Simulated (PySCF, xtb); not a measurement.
Si(F)2(Cl)(OH) (ClF₂HOSi), SMILES O[Si](F)(F)Cl.

Coordinates come from a PBE0-D3(BJ)/def2-SVP optimisation. Other conformers were not sampled.

These are IEF-PCM-B3LYP/def2-SVP run with PySCF 2.14.0 values and carry that method's errors.

The values are the electrostatic part of the solvation free energy, E(continuum) − E(gas) at the gas-phase geometry, in a cavity of scaled van der Waals radii (PySCF's table); cavitation and dispersion terms are not included. In vacuum the orbital gap is 9.58 eV. The dipole moment in vacuum is 2.35 D.

Computed values in water (ε = 78.36), cyclohexanone (ε = 15.62), chloroform (ε = 4.71):
```tsv
solvent	ε	ΔG(elec) (kcal/mol)	dipole (D)	gap (eV)
water	78.36	-5.3	2.78	9.81
cyclohexanone	15.62	-4.8	2.74	9.80
chloroform	4.71	-3.7	2.65	9.77
```

For comparison, GFN2-xTB/ALPB(water) (xtb, at the GFN2-xTB geometry, all terms of that model) gives -5.5 kcal/mol.
